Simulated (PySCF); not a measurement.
Au₂, quintet, at a GFN2-xTB geometry of the parent state (such geometries of metal compounds can be far from the true shape) (another spin typed on purpose, not shown lowest) (core potentials on Au); PySCF with R2SCAN/def2-SVP.

The PySCF input:
```python
from pyscf import gto, scf, dft

mol = gto.M(
    atom='''
Au   -0.00000000   -0.00000000   -1.24843889
Au    0.00000000    0.00000000    1.24843889
''',
    basis='def2-svp',
    ecp={'Au': 'def2-svp'},
    spin=4,
    verbose=4,
)

mf = dft.UKS(mol)
mf.xc = 'r2scan'
mf.kernel()
mf.analyze()
```

It wrote (shortened):

```
PySCF version 2.14.0

[INPUT] verbose = 4
[INPUT] num. atoms = 2
[INPUT] num. electrons = 38
[INPUT] charge = 0
[INPUT] spin (= nelec alpha-beta = 2S) = 4
[INPUT] symmetry False subgroup None
[INPUT] Mole.unit = angstrom
[INPUT] Symbol           X                Y                Z      unit          X                Y                Z       unit  Magmom
[INPUT]  1 Au     0.000000000000   0.000000000000  -1.248438890000 AA    0.000000000000   0.000000000000  -2.359207585356 Bohr   0.0
[INPUT]  2 Au     0.000000000000   0.000000000000   1.248438890000 AA    0.000000000000   0.000000000000   2.359207585356 Bohr   0.0

nuclear repulsion = 76.5087401042593
number of shells = 24
number of NR pGTOs = 114
number of NR cGTOs = 64
basis = def2-svp
ecp = {'Au': 'def2-svp'}

******** <class 'pyscf.dft.uks.UKS'> ********
method = UKS
initial guess = minao
damping factor = 0
level_shift factor = 0
DIIS = <class 'pyscf.scf.diis.CDIIS'>
diis_start_cycle = 1
diis_space = 8
diis_damp = 0
SCF conv_tol = 1e-09
SCF conv_tol_grad = None
SCF max_cycles = 50
direct_scf = True
direct_scf_tol = 1e-13
number electrons alpha = 21  beta = 17
XC library pyscf.dft.libxc version 7.1.2
    S. Lehtola, C. Steigemann, M. J. T. Oliveira, and M. A. L. Marques,  SoftwareX 7, 1–5 (2018)
XC functionals = r2scan
    J. W. Furness, A. D. Kaplan, J. Ning, J. P. Perdew, and J. Sun,  J. Phys. Chem. Lett. 11, 8208–8215 (2020)
    J. W. Furness, A. D. Kaplan, J. Ning, J. P. Perdew, and J. Sun,  J. Phys. Chem. Lett. 11, 9248–9248 (2020)
    J. W. Furness, A. D. Kaplan, J. Ning, J. P. Perdew, and J. Sun,  J. Phys. Chem. Lett. 11, 8208–8215 (2020)
    J. W. Furness, A. D. Kaplan, J. Ning, J. P. Perdew, and J. Sun,  J. Phys. Chem. Lett. 11, 9248–9248 (2020)
radial grids:
    Treutler-Ahlrichs [JCP 102, 346 (1995); DOI:10.1063/1.469408] (M4) radial grids

becke partition: Becke, JCP 88, 2547 (1988); DOI:10.1063/1.454033
pruning grids: <function nwchem_prune>
grids dens level: 3
symmetrized grids: False
atomic radii adjust function: <function treutler_atomic_radii_adjust>
small_rho_cutoff = 0
Set gradient conv threshold to 3.16228e-05
tot grids = 48616
init E= -247.83928601134

cycle= 1 E= -270.223846540537  delta_E= -22.4  |g|= 1.41  |ddm|= 10.1
cycle= 2 E= -266.258337927447  delta_E= 3.97  |g|= 3.38  |ddm|= 6.51

cycle= 3 E= -271.316559946902  delta_E= -5.06  |g|= 0.0734  |ddm|=  4.9

cycle= 4 E= -271.320831126319  delta_E= -0.00427  |g|= 0.0342  |ddm|= 0.376

cycle= 5 E= -271.321427203287  delta_E= -0.000596  |g|= 0.0101  |ddm|= 0.0496

cycle= 6 E= -271.321458091477  delta_E= -3.09e-05  |g|= 0.00351  |ddm|= 0.01

cycle= 7 E= -271.32146317678  delta_E= -5.09e-06  |g|= 0.000346  |ddm|= 0.00465

cycle= 8 E= -271.321463299113  delta_E= -1.22e-07  |g|= 0.00012  |ddm|= 0.00148

cycle= 9 E= -271.321463307847  delta_E= -8.73e-09  |g|= 3.16e-05  |ddm|= 0.000294

cycle= 10 E= -271.321463308961  delta_E= -1.11e-09  |g|= 1.08e-05  |ddm|= 0.000142

cycle= 11 E= -271.321463309573  delta_E= -6.12e-10  |g|= 4.48e-06  |ddm|= 0.000127

Extra cycle  E= -271.321463309971  delta_E= -3.98e-10  |g|= 4.12e-06  |ddm|= 8.82e-05
converged SCF energy = -271.321463309971  <S^2> = 6.0067425  2S+1 = 5.0026963
**** SCF Summaries ****
Total Energy =                        -271.321463309971307
Nuclear Repulsion Energy =              76.508740104259331
One-electron Energy =                 -626.238817804142968
Two-electron Energy =                  278.408614389912316
Two-electron Coulomb Energy =          304.002799005094857
DFT Exchange-Correlation Energy =      -25.594184615182517
**** MO energy ****
                             alpha | beta                alpha | beta
MO #1   energy= -4.21516644616101  | -4.19380725985728  occ= 1 | 1
MO #2   energy= -4.21445544928888  | -4.1930878720489   occ= 1 | 1
MO #3   energy= -2.42676476379866  | -2.38901032707739  occ= 1 | 1
MO #4   energy= -2.41569259292422  | -2.37756143728529  occ= 1 | 1
MO #5   energy= -2.39395950177766  | -2.37366943827425  occ= 1 | 1
MO #6   energy= -2.39287068153933  | -2.37258417803445  occ= 1 | 1
MO #7   energy= -2.3830503829417   | -2.37130831255239  occ= 1 | 1
MO #8   energy= -2.3819490415601   | -2.37020913357492  occ= 1 | 1
MO #9   energy= -0.476021114586819 | -0.424875067043835 occ= 1 | 1
MO #10  energy= -0.418284062303185 | -0.398279548759661 occ= 1 | 1
MO #11  energy= -0.414024186570607 | -0.39790503875555  occ= 1 | 1
MO #12  energy= -0.383272788137114 | -0.347266452691767 occ= 1 | 1
MO #13  energy= -0.381320624864552 | -0.346962583646255 occ= 1 | 1
MO #14  energy= -0.379453178678674 | -0.339060653150191 occ= 1 | 1
MO #15  energy= -0.3691453592379   | -0.337277354152493 occ= 1 | 1
MO #16  energy= -0.364693545653198 | -0.336200809927923 occ= 1 | 1
MO #17  energy= -0.357365364248214 | -0.335990557484116 occ= 1 | 1
MO #18  energy= -0.353314880791072 | -0.300037931271233 occ= 1 | 0
MO #19  energy= -0.345521008890019 | -0.278524857447235 occ= 1 | 0
MO #20  energy= -0.240666658607236 | -0.168081606182552 occ= 1 | 0
MO #21  energy= -0.104024396896221 | -0.0441142300345909 occ= 1 | 0
MO #22  energy= -0.0806686312443654 | -0.0387656095886797 occ= 0 | 0
MO #23  energy= -0.0595645515769148 | -0.0156744811064042 occ= 0 | 0
MO #24  energy= -0.0136669969831313 | 0.0355093735243929 occ= 0 | 0
MO #25  energy= 0.00449571555723782 | 0.0368448868133576 occ= 0 | 0
MO #26  energy= 0.0789095852733199 | 0.107893941236126  occ= 0 | 0
MO #27  energy= 0.0853311832375878 | 0.109938882865724  occ= 0 | 0
MO #28  energy= 0.161924577170494  | 0.17966926352923   occ= 0 | 0
MO #29  energy= 0.340894528958481  | 0.374687488644841  occ= 0 | 0

spin_pop of  0 Au 5s        0.00118
spin_pop of  0 Au 6s        0.87696
spin_pop of  0 Au 7s        0.01270
spin_pop of  0 Au 8s        0.00309
spin_pop of  0 Au 9s        0.00436
spin_pop of  0 Au 10s        0.00452
spin_pop of  0 Au 5px       0.00350
spin_pop of  0 Au 5py       0.00284
spin_pop of  0 Au 5pz       0.00587
spin_pop of  0 Au 6px       0.11422
spin_pop of  0 Au 6py       0.05702
spin_pop of  0 Au 6pz       0.03013
spin_pop of  0 Au 7px       0.20712
spin_pop of  0 Au 7py       0.10652
spin_pop of  0 Au 7pz       0.00617
spin_pop of  0 Au 5dxy      0.43865
spin_pop of  0 Au 5dyz     -0.01201
spin_pop of  0 Au 5dz^2    -0.01931
spin_pop of  0 Au 5dxz     -0.00592
spin_pop of  0 Au 5dx2-y2   -0.01266
spin_pop of  0 Au 6dxy      0.09613
spin_pop of  0 Au 6dyz      0.01537
spin_pop of  0 Au 6dz^2     0.02113
spin_pop of  0 Au 6dxz      0.02289
spin_pop of  0 Au 6dx2-y2    0.01801
spin_pop of  0 Au 5f-3      0.00001
spin_pop of  0 Au 5f-2      0.00000
spin_pop of  0 Au 5f-1      0.00140
spin_pop of  0 Au 5f+0      0.00007
spin_pop of  0 Au 5f+1      0.00002
spin_pop of  0 Au 5f+2      0.00000
spin_pop of  0 Au 5f+3      0.00000
spin_pop of  1 Au 5s        0.00118
spin_pop of  1 Au 6s        0.87696
spin_pop of  1 Au 7s        0.01270
spin_pop of  1 Au 8s        0.00309
spin_pop of  1 Au 9s        0.00436
spin_pop of  1 Au 10s        0.00452
spin_pop of  1 Au 5px       0.00350
spin_pop of  1 Au 5py       0.00284
spin_pop of  1 Au 5pz       0.00587
spin_pop of  1 Au 6px       0.11422
spin_pop of  1 Au 6py       0.05702
spin_pop of  1 Au 6pz       0.03013
spin_pop of  1 Au 7px       0.20712
spin_pop of  1 Au 7py       0.10652
spin_pop of  1 Au 7pz       0.00617
spin_pop of  1 Au 5dxy      0.43865
spin_pop of  1 Au 5dyz     -0.01201
spin_pop of  1 Au 5dz^2    -0.01931
spin_pop of  1 Au 5dxz     -0.00592
spin_pop of  1 Au 5dx2-y2   -0.01266
spin_pop of  1 Au 6dxy      0.09613
spin_pop of  1 Au 6dyz      0.01537
spin_pop of  1 Au 6dz^2     0.02113
spin_pop of  1 Au 6dxz      0.02289
spin_pop of  1 Au 6dx2-y2    0.01801
spin_pop of  1 Au 5f-3      0.00001
spin_pop of  1 Au 5f-2      0.00000
spin_pop of  1 Au 5f-1      0.00140
spin_pop of  1 Au 5f+0      0.00007
spin_pop of  1 Au 5f+1      0.00002
spin_pop of  1 Au 5f+2      0.00000
spin_pop of  1 Au 5f+3      0.00000
In total            21.00000 | 17.00000
Dipole moment(X, Y, Z, Debye):  0.00000,  0.00000, -0.00000
```
